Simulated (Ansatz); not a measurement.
This geometry of F4Ge + H2S (8 atoms, charge 0, multiplicity 1) is a first-order saddle point.

All numbers below come from Ansatz, RKS PBE0-D4/def2-SVP.

```xyz
8
Properties=species:S:1:pos:R:3
Ge -0.551 -0.432 -0.251
F 1.122 -1.095 0.407
F -0.531 -1.667 -1.437
F -1.254 -0.729 1.284
F -1.822 0.528 -0.933
H 1.560 0.135 0.277
S 0.977 1.419 -0.271
H 0.498 1.841 0.924
```

Task: Which two structures does it join? (They come from a converged band through this point; their orientation in space is the band's.)

Result: Bonds broken: Ge1–F2, H6–S7. Bonds formed: F2–H6. F4Ge + H2S becomes F3GeHS + FH.

Initial state:

```xyz
8
Properties=species:S:1:pos:R:3
Ge -0.649 -0.788 -0.406
F 0.996 -1.245 -0.494
F -1.475 -2.246 -0.739
F -1.182 -0.390 1.168
F -1.175 0.262 -1.641
H 2.021 1.086 0.294
S 0.836 1.733 0.246
H 0.629 1.588 1.572
```

Final state:

```xyz
8
Properties=species:S:1:pos:R:3
Ge -0.932 0.091 -0.281
F 1.865 -0.657 0.819
F 0.136 -1.081 -1.011
F -1.556 -0.752 1.070
F -2.234 0.266 -1.374
H 1.528 -1.089 0.062
S 0.071 1.962 0.106
H 1.120 1.259 0.609
```

Task: How far does it lie above each of them?

Result: 84.0 kJ/mol above the first and 101.9 kJ/mol above the second. This is the barrier of this one path; another mechanism may lie lower. The orbitals stay closed-shell, which can raise the energy where a bond breaks towards radicals; this wasn't checked here.

Run time: 7.9 min on 2 threads of Arm Neoverse V1, with other jobs on the host, peak memory 0.34 GiB.
